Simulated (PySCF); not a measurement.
Spin-rotation constants: `InChI=1S/C3H11OPSi2/c1-3-6-7(5)4-2/h3,7H,1,5-6H2,2H3/t7-/m0/s1`

Geometry:
```tsv
atom	x (Å)	y (Å)	z (Å)
C1	-3.570	0.083	0.264
C2	-2.543	0.706	-0.292
Si3	-0.925	1.127	0.575
Si4	0.778	-0.075	-0.438
P5	0.958	-2.305	-0.107
O6	2.049	0.644	0.285
C7	3.385	0.241	0.259
H8	-3.547	-0.231	1.295
H9	-4.480	-0.144	-0.273
H10	-2.631	0.997	-1.333
H11	-0.742	2.583	0.467
H12	-1.100	0.827	2.007
H13	0.917	0.012	-1.910
H14	-0.305	-2.596	-0.581
H15	0.523	-2.282	1.207
H16	3.882	0.645	1.142
H17	3.876	0.624	-0.638
H18	3.465	-0.850	0.267
```

Computed, not measured: PySCF, GIAO B97-2/pcSseg-1 magnetisability, rotational g tensor and spin-rotation constants, non-relativistic, gas phase. Geometry: GFN2-xTB.

**Question.** Give the nuclear spin-rotation constants along the inertial axes (H = +C I·J) beside the isotropic shieldings.

**Answer.** Rotational constants 2.0781, 0.7919, 0.6141 GHz. A star marks the isotopologue with that one atom substituted, in its own axes.
| atom | isotope | Caa (kHz) | Cbb (kHz) | Ccc (kHz) | mean (kHz) | σ (ppm) |
| --- | --- | --- | --- | --- | --- | --- |
| P5 | 31P | 2.099 | 0.692 | 0.429 | 1.073 | 613.1 |
| H8 | 1H | -0.208 | -0.084 | 0.057 | -0.078 | 25.7 |
| H9 | 1H | 0.018 | -0.052 | -0.033 | -0.022 | 25.6 |
| H10 | 1H | -0.202 | -0.090 | 0.061 | -0.077 | 25.6 |
| H11 | 1H | -0.183 | 0.034 | -0.056 | -0.069 | 27.4 |
| H12 | 1H | -0.188 | -0.079 | 0.028 | -0.080 | 27.8 |
| H13 | 1H | -0.165 | -0.072 | 0.036 | -0.067 | 26.0 |
| H14 | 1H | -0.065 | -0.057 | -0.074 | -0.065 | 31.2 |
| H15 | 1H | -0.215 | -0.086 | -0.002 | -0.101 | 30.8 |
| H16 | 1H | -0.201 | -0.035 | -0.007 | -0.081 | 28.1 |
| H17 | 1H | -0.182 | -0.066 | 0.009 | -0.079 | 28.2 |
| H18 | 1H | -0.175 | 0.026 | -0.062 | -0.070 | 28.0 |
| C1 | 13C* | 0.636 | 0.166 | 0.282 | 0.361 | 46.8 |
| C2 | 13C* | 0.612 | 0.160 | 0.286 | 0.353 | 51.0 |
| Si3 | 29Si* | -1.098 | -0.463 | -0.332 | -0.631 | 417.7 |
| Si4 | 29Si* | -1.177 | -0.485 | -0.437 | -0.699 | 353.7 |
| O6 | 17O* | -0.186 | -0.025 | -0.014 | -0.075 | 338.7 |
| C7 | 13C* | 0.283 | 0.182 | 0.135 | 0.200 | 132.2 |

For the geometry as given, no vibrational averaging.

**Question.** How do the rotational constants and the g tensor change when H8, H9, H10, H11, H12, H13, H14, H15, H16, H17, H18 are replaced by deuterium?

**Answer.** Constants 1.7897, 0.6862, 0.5431 GHz; g -0.0224, -0.0079, -0.0093, against -0.0257, -0.0092, -0.0105 before.
